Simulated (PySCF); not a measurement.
# How methods differ on the excitation energy of Re²⁺

Re²⁺ [Xe] 4f14 5d5 (6S) → Re²⁺ [Xe] 4f14 5d4 6s1 (6D), as a difference of total energies. Calculation: PySCF 2.14, in aug-cc-pwCVDZ-PP with ECP60MDF (6s6p5d3f, 70 functions); a scalar-relativistic core potential. Correlated levels: valence: 5s2 5p6 frozen. The calculations carry no spin-orbit coupling.

```
           method  excitation energy (cm⁻¹)
              UHF                     22039
    MP2 (valence)                     22729
SCS-MP2 (valence)                     22269
   CCSD (valence)                     22639
CCSD(T) (valence)                     22635
```
